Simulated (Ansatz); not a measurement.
Ansatz (a quantum-chemistry and plane-wave program) input (CCSD(T)/def2-SVPD):

Ansatz 0.2 input:
```yaml
crystal:
  periodic: [false, false, false]
  atoms:
    - {symbol: Ti, position_ang: [-0.06934582, -0.23089053, -0.09931346]}
    - {symbol: F, position_ang: [1.62590970, -0.16557529, -0.19259398]}
    - {symbol: F, position_ang: [-0.63511666, -0.21570900, 1.50272633]}
    - {symbol: F, position_ang: [-0.82128104, 0.94568335, -1.06736612]}
basis:
  gaussian:
    orbitals: def2-SVPD
total_charge: 1
magnetization: {spin_polarized: false}
correlation: {method: ccsd_t, electrons: outside_noble_gas}
output: {forces: true}
```

End of the output:

```
integrals: 0.14 GiB planned
1021 factors; integrals over basis functions are off by at most 7.2e-4 eV
mean field: 0.39 GiB planned
mean field evaluation 1: about -31175.5087 eV, gradient 9.2e1 eV
mean field evaluation 2: about -31175.5833 eV, gradient 9.1e1 eV
mean field evaluation 4: about -31190.5374 eV, gradient 7.9e0 eV
mean field evaluation 8: about -31190.7180 eV, gradient 8.2e-1 eV
mean field evaluation 16: about -31190.7213 eV, gradient 2.7e-6 eV
mean field -31190.72126727 eV, -1146.2378647420 hartree, gradient 2.7e-6 eV, S^2 0.000000; 0 other end points of the search recorded, 0 dependent functions left out
12 core orbitals not correlated
reference -31190.72126727 eV, -1146.2378647420 hartree; 12, 12 occupied and 79, 79 virtual orbitals, 1021 factors
densities: 0.56 GiB planned
second order -20.09492328 eV of doubles, -0.00000000 eV of singles
coupled cluster: 0.40 GiB planned
cycle   1  -18.04406852 eV  change     2.1e0 eV  update   2.7e-1
cycle   2  -19.29481979 eV  change    -1.3e0 eV  update   1.8e-1
cycle   3  -19.39165438 eV  change   -9.7e-2 eV  update   5.1e-2
cycle   4  -19.38722691 eV  change    4.4e-3 eV  update   1.4e-2
cycle   5  -19.37632710 eV  change    1.1e-2 eV  update   4.1e-3
cycle   6  -19.37571720 eV  change    6.1e-4 eV  update   1.9e-3
cycle   7  -19.37742873 eV  change   -1.7e-3 eV  update   1.0e-3
cycle   8  -19.37711574 eV  change    3.1e-4 eV  update   2.9e-4
cycle   9  -19.37699924 eV  change    1.2e-4 eV  update   1.3e-4
cycle  10  -19.37716498 eV  change   -1.7e-4 eV  update   7.1e-5
cycle  11  -19.37710483 eV  change    6.0e-5 eV  update   3.1e-5
cycle  12  -19.37709356 eV  change    1.1e-5 eV  update   1.5e-5
cycle  13  -19.37710592 eV  change   -1.2e-5 eV  update   5.0e-6
perturbative correction -0.98790164 eV, -0.0363047155 hartree
the calculation of the forces begins
Total energy: -31211.08627483 eV, -1146.9862649659 hartree
Atom 0 at    -0.069346    -0.230891    -0.099313 Å, force    -0.144936    -0.482571    -0.207569 eV/Å
Atom 1 at     1.625910    -0.165575    -0.192594 Å, force     0.602752     0.035899    -0.027438 eV/Å
Atom 2 at    -0.635117    -0.215709     1.502726 Å, force    -0.196024     0.018187     0.571485 eV/Å
Atom 3 at    -0.821281     0.945683    -1.067366 Å, force    -0.261792     0.428485    -0.336478 eV/Å
Dipole moment:    -0.206668    -0.688112    -0.295979 e Å
```

The spin state was set by rule; other spins were not relaxed.
